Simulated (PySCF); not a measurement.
Compound: C7H10F2.
SMILES with atom numbers: `[F:1][C@:2]12[CH2:3][CH2:4][CH2:5][C@:6]([F:7])([CH2:8]1)[CH2:9]2`

Cartesian coordinates in Å at the GFN2-xTB level; atoms count from 1:
```xyz
19
C7H10F2 angstrom
F     -1.297    2.000   -1.081
C     -0.650    0.921   -0.525
C      0.859    1.028   -0.708
C      1.566    0.061    0.254
C      0.745   -1.209    0.526
C     -0.743   -0.880    0.468
F     -1.495   -1.871    1.054
C     -1.135   -0.468   -0.956
C     -1.022    0.560    0.921
H      1.176    2.054   -0.510
H      1.102    0.800   -1.748
H      1.741    0.574    1.200
H      2.543   -0.210   -0.147
H      0.989   -1.611    1.510
H      0.960   -1.985   -0.212
H     -0.622   -0.951   -1.784
H     -2.211   -0.498   -1.109
H     -2.081    0.717    1.107
H     -0.435    0.978    1.732
```

Definitions: NICS(0) = −σiso at the ring centroid; NICS(1) = −σiso and NICS(1)zz = −σzz at ±1 Å along the ring normal z. Level: GIAO PBE0/pcSseg-1 (PySCF, non-relativistic, gas phase) on the GFN2-xTB geometry, one conformer.

Ring bond lengths (Å), with Mayer bond orders in brackets: C2–C3 1.524 (0.99), C3–C4 1.537 (1.02), C4–C5 1.537 (1.02), C5–C6 1.524 (0.99), C6–C8 1.533 (0.95), C8–C2 1.533 (0.95); C2–C8 1.533 (0.95), C8–C6 1.533 (0.95), C6–C9 1.535 (0.96), C9–C2 1.535 (0.96).

Problem. What do the NICS probes read (ppm)?

Solution. 
| ring | type | NICS(0) | NICS(1), two faces | NICS(1)zz, two faces | rms pucker (Å) | centre to ring atoms, mean (Å) |
| --- | --- | --- | --- | --- | --- | --- |
| C2–C3–C4–C5–C6–C8 | 6-membered carbocycle; formal bonds all single | -8.4 | -2.9 / -13.4 | -1.3 / -11.5 | 0.31 | 1.43 |
| C2–C8–C6–C9 | 4-membered carbocycle; formal bonds all single | -12.2 | -2.6 / -8.5 | 1.0 / -15.2 | 0.19 | 1.07 |

Problem. What do they say, and how far can they be read as aromaticity?

Solution. 
- C2–C3–C4–C5–C6–C8: mean NICS(1)zz -6.4 ppm, shielded. C2, C3, C4, C5, C6, C8 have four or more neighbours, so the value isn't read as a sign of a π ring current. The two faces differ by 10.2 ppm, so no symmetry operation interchanges them.
- C2–C8–C6–C9: mean NICS(1)zz -7.1 ppm, shielded. C2, C6, C8, C9 have four or more neighbours; no verdict on aromaticity is drawn. The two faces differ by 16.2 ppm, so no symmetry operation interchanges them. NICS(0) lies 7 ppm below the mean NICS(1).

Problem. What field does 7.05 T along the ring normal induce along that normal at the second NICS(1) probe listed for ring C2–C3–C4–C5–C6–C8, 1 Å off the ring?

Solution. NICSzz × B0 = -11.5 ppm × 7.05 T = -81 μT, against the applied field.

On one thread, Arm Neoverse V2 (aarch64), on a shared host, this took 35 s of wall time (grids of density and orbitals included) and 0.90 GiB of memory at its peak. This is the whole shielding run at PBE0/pcSseg-1, SCF included.
